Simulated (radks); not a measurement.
Cl III, 15 electrons, occupied as [Ne] 3s2 3p3 (the NIST ground configuration). All-electron calculation, Dirac Kohn-Sham, PBEsol, spin-unpolarised, spherical densities, point nucleus; open shells are shared between the two j in proportion to 2j + 1; speed of light set to 13703.6 atomic units (100 times the physical value, a model run). Program: a radial shooting solver on a logarithmic mesh with Libxc functionals. Some entries of the table are withheld. Estimate them.

orbital  occ.  eigenvalue (eV)  r(max) (bohr)  <r^2> (bohr^2)
1s1/2       2        -2764.686        0.05997         0.01125
2s1/2       2        -278.3168         0.3640             (1)
2p1/2       2        -219.2938            (2)          0.2065
2p3/2       4        -219.2936            (3)          0.2065
3s1/2       2         -44.6273          1.253             (4)
3p1/2       1         -31.6400            (5)             (6)
3p3/2       2         -31.6399            (7)             (8)

Answer. 
(1) 2s1/2 <r^2> (bohr^2): 0.2367
(2) 2p1/2 r(max) (bohr): 0.3022
(3) 2p3/2 r(max) (bohr): 0.3022
(4) 3s1/2 <r^2> (bohr^2): 2.408
(5) 3p1/2 r(max) (bohr): 1.350
(6) 3p1/2 <r^2> (bohr^2): 2.995
(7) 3p3/2 r(max) (bohr): 1.350
(8) 3p3/2 <r^2> (bohr^2): 2.995
